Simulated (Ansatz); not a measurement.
**Which is lower?**

The two ends of one reaction step of SiH4SeF2, singlet (PBE0-D4/def2-TZVP).

A:

Si1  (-0.899, -0.899, -0.367)
H2  (-0.926, -0.809, 1.103)
F3  (-1.080, 0.552, -0.989)
F4  (-2.166, -1.745, -0.822)
H5  (0.295, -1.534, -0.950)
H6  (1.235, 1.667, 1.701)
Se7  (2.028, 0.951, 0.695)
H8  (1.514, 1.818, -0.370)
(Å)

B:

```xyz
8
angstrom
Si 0.0458 -0.4951 -1.2136
H -0.7989 0.0647 3.2321
F -0.3695 0.1914 -2.5803
F -1.2977 -0.6310 -0.3838
H 0.5968 -1.8333 -1.4813
H -0.4025 0.0755 2.5994
Se 1.5667 0.7358 -0.1070
H 0.6593 1.8919 -0.0654
```

Ansatz 0.2.0; basis: def2-TZVPP; cores frozen in the correlated methods. Filled d shells of the heavier atoms are correlated. The def2 sets are not built for correlating such inner shells, so the correlated values are less sure here. B3LYP uses VWN-RPA correlation.

(1) Which structure is lower at CCSD(T), and by how much? (An estimate is asked for; the value comes from the calculation.)

T1 diagnostic: at most 0.011.

Results:

(1) The calculation gives: B, by 6.83 kcal/mol (electronic energy, against the other). By their contacts, A is a complex of SiH₂F₂ ([F][SiH2][F]) + H₂Se and B is a complex of SiH₂SeF₂ ([F][SiH]([F])[SeH]) + H₂.

All methods give the same order:

```csv
method,E(B) − E(A) (kcal/mol)
SPW92,-7.62
PBE-D4,-9.22
BLYP-D4,-7.98
r2SCAN-D4,-9.25
B97M-V,-7.57
PBE0-D4,-8.40
B3LYP-D4,-7.25
r2SCAN0-D4,-8.52
BHLYP-D4,-6.25
CAM-B3LYP-D4,-6.09
wB97X-V,-7.23
wB97M-V,-7.62
B2PLYP,-7.25
PBE-QIDH,-8.19
RPA on PBE,-5.75
HF,-3.97
MP2,-8.67
CCSD,-5.92
CCSD(T),-6.83
```

Labels in which every atom is bracketed show which atoms are joined, not bond orders.

For scale, one of the runs: CCSD(T)/def2-TZVPP, 208 basis functions, launched by `ansatz run in.yaml --threads 4 --pin off --events-out ev --progress --plain --max-ram 9574MiB`. Hardware: 4 CPU threads of an Intel Xeon Platinum 8488C, shared host. Wall time 53 s; peak host memory 2.9 GiB.
